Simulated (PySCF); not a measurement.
Species: C₃H₁₁Ge₂N.
Numbering: `[GeH3:1][NH:2][GeH2:3][CH:4]1[CH2:5][CH2:6]1` (hydrogens: H7, H8, H9 on Ge1; H10 on N2; H11, H12 on Ge3; H13 on C4; H14, H15 on C5; H16, H17 on C6)

All values: wB97X-D/def2-SVPD (PySCF, non-relativistic), on one gas-phase PBE0-D3(BJ)/def2-SVP geometry that isn't relaxed in the solvent. The solvent is an IEF-PCM continuum (van der Waals radii × 1.2), and excitations are vertical TDDFT with non-equilibrium linear response and a frozen core. Specific hydrogen bonds and non-electrostatic terms are outside this model. Spin–orbit coupling is left out although an atom past zinc is present.

Gas-phase singlets (H = HOMO, L = LUMO):

```json
{"state": "S1", "E (eV)": "5.924", "λ (nm)": "209", "f": "0.011", "leading configurations": "H→L 90%"}
{"state": "S2", "E (eV)": "6.853", "λ (nm)": "181", "f": "0.037", "leading configurations": "H→L+1 82%"}
{"state": "S3", "E (eV)": "7.198", "λ (nm)": "172", "f": "0.006", "leading configurations": "H→L+3 45%, H→L+2 26%"}
{"state": "S4", "E (eV)": "7.402", "λ (nm)": "168", "f": "0.036", "leading configurations": "H→L+2 46%, H→L+3 36%"}
{"state": "S5", "E (eV)": "7.595", "λ (nm)": "163", "f": "0.010", "leading configurations": "H→L+5 59%, H→L+4 18%"}
```

Task: Give the list for benzene (ε = 2.271), n² = 2.25.

Result: 
| state | E (eV) | λ (nm) | f | leading configurations | change by rank (eV) |
| --- | --- | --- | --- | --- | --- |
| S1 | 5.944 | 209 | 0.015 | H→L 87% | +0.020 |
| S2 | 6.804 | 182 | 0.057 | H→L+1 80% | -0.049 |
| S3 | 7.181 | 173 | 0.008 | H→L+3 51%, H→L+2 23% | -0.017 |
| S4 | 7.373 | 168 | 0.053 | H→L+2 50%, H→L+3 31% | -0.029 |
| S5 | 7.576 | 164 | 0.012 | H→L+5 46%, H→L+4 29% | -0.019 |

Task: Give the list for chloroform (ε = 4.711), n² = 2.09.

Result: 
```csv
state,E (eV),λ (nm),f,leading configurations,change by rank (eV)
S1,5.966,208,0.014,"H→L 85%, H→L+1 9%",+0.042
S2,6.801,182,0.056,"H→L+1 78%, H→L 9%",-0.052
S3,7.184,173,0.008,"H→L+3 55%, H→L+2 21%",-0.014
S4,7.368,168,0.049,"H→L+2 53%, H→L+3 29%",-0.034
S5,7.573,164,0.011,"H→L+4 38%, H→L+5 36%",-0.022
```

Task: The ground-state energy changes by -0.065 eV from gas to chloroform. By how much does the total energy of gas-phase S1 change?

Result: E(S1) = E(S0) + excitation energy, so it changes by -0.065 + 0.042 = -0.023 eV: it is lowered less than the ground state, which is what a blue shift means. This is the vertical state, with the slow part of the continuum still set for S0.

Task: How do the frontier levels move from gas to chloroform?

Result: 
```
orbital  gas (eV)  solvent (eV)  change (eV)                     Löwdin shares, gas                 Löwdin shares, solvent
 LUMO+2      2.38          2.45        +0.07  Ge3 41 %, H11 10 %, Ge1 10 %, H13 8 %  Ge3 42 %, H11 11 %, Ge1 10 %, H12 8 %
 LUMO+1      1.99          2.06        +0.07     Ge1 43 %, H9 12 %, H8 11 %, H7 8 %    Ge1 41 %, H9 12 %, H8 11 %, Ge3 8 %
   LUMO      1.70          1.82        +0.12   Ge1 28 %, Ge3 16 %, H10 10 %, N2 8 %    Ge1 31 %, Ge3 16 %, H10 8 %, N2 7 %
   HOMO     -8.76         -8.68        +0.08      N2 52 %, Ge1 9 %, Ge3 8 %, C4 8 %      N2 52 %, Ge1 9 %, Ge3 8 %, C4 8 %
 HOMO-1    -10.10        -10.03        +0.07    C5 26 %, C4 18 %, C6 18 %, Ge3 11 %    C5 26 %, C6 18 %, C4 18 %, Ge3 11 %
 HOMO-2    -10.15        -10.07        +0.08    C4 28 %, C6 21 %, C5 12 %, Ge3 12 %    C4 29 %, C6 21 %, C5 12 %, Ge3 11 %
 HOMO-3    -11.02        -10.94        +0.08     Ge1 16 %, C4 15 %, N2 12 %, C5 9 %    C4 16 %, Ge1 15 %, N2 12 %, C5 10 %
```

The HOMO–LUMO gap goes from 10.46 to 10.50 eV.

The values belong to the conformer `[GeH3:1][NH:2][GeH2:3][CH:4]1[CH2:5][CH2:6]1`: Ge1–N2–Ge3–C4 92°, N2–Ge3–C4–C5 28°.

Note: wB97X-D ran without an empirical dispersion term, which enters the total energy and its gradient alone.
